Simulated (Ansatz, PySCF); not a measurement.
Gas-phase reaction in SMILES: N[Si](F)(F)F -> N[Si](F)F + F atom (the F-Si bond breaks)

Quantity: bond dissociation energy (enthalpy at 298 K), in kcal/mol. Terms: open shells spin-unrestricted; frozen cores in correlated levels; non-relativistic; 6-311+G** with 5d, 6d on Na to Ar in Ansatz (a program for electronic structure); LANL2DZ with its own core potentials from Na on; spin-orbit terms left out; six Cartesian d functions in 6-31G* and its kin unless marked 5d; no dispersion term unless named. Basis-set limits of correlation are two-point, X^-3; Hartree-Fock from the larger set. First-principles rows: single points at B3LYP-D3(BJ) geometries (Ansatz), with unscaled harmonic terms from B3LYP/6-31G* (Ansatz) at its own minima.

Coupled cluster (Ansatz) is a level with limits of its own, used here on species with T1 under 0.025 (0.045 for open shells) and stable references: CCSD(T)/CBS(aug-cc-pV(T+d)Z,aug-cc-pV(Q+d)Z).

Value to compare with, CCSD(T)/CBS(aug-cc-pV(T+d)Z,aug-cc-pV(Q+d)Z) (Ansatz): 167.2 kcal/mol.

| level | program | bond dissociation energy (enthalpy at 298 K) (kcal/mol) | difference |
|---|---|---|---|
| HF/STO-3G | Ansatz | 84.3 | -82.9 |
| BLYP/6-31G* | Ansatz | 158.6 | -8.6 |
| BP86/6-31G* (5d) | PySCF | 159.3 | -7.9 |
| B3LYP/LANL2DZ | Ansatz | 125.5 | -41.7 |
| B3LYP/6-31G | Ansatz | 127.9 | -39.3 |
| B3LYP/6-31G* | Ansatz | 159.1 | -8.1 |
| B3LYP/6-311+G** | Ansatz | 149.1 | -18.1 |
| MP2/STO-3G | Ansatz | 93.1 | -74.1 |
| MP2/LANL2DZ | Ansatz | 123.1 | -44.1 |
| MP2/6-311+G** | Ansatz | 156.1 | -11.1 |
| B3LYP/def2-TZVPD | Ansatz | 157.4 | -9.8 |
| wB97M-V/def2-TZVPD | Ansatz | 163.9 | -3.3 |
| B2PLYP-D3(BJ)/def2-TZVPD | Ansatz + dftd3 | 161.0 | -6.2 |

Among the 10 habitual levels, HF/STO-3G lies farthest from CCSD(T)/CBS(aug-cc-pV(T+d)Z,aug-cc-pV(Q+d)Z) (Ansatz) (-82.9 kcal/mol); 0 of 10 lie above it, and their mean absolute difference is 33.6 kcal/mol, the median 28.7. One case shows no general order.

The levels are drawn from those run, B3LYP/6-31G* more often than the rest, none by its result; left out are runs that failed, that the program found above a lower state of the same kind, or whose <S^2> lies over 0.5 above the pure value.
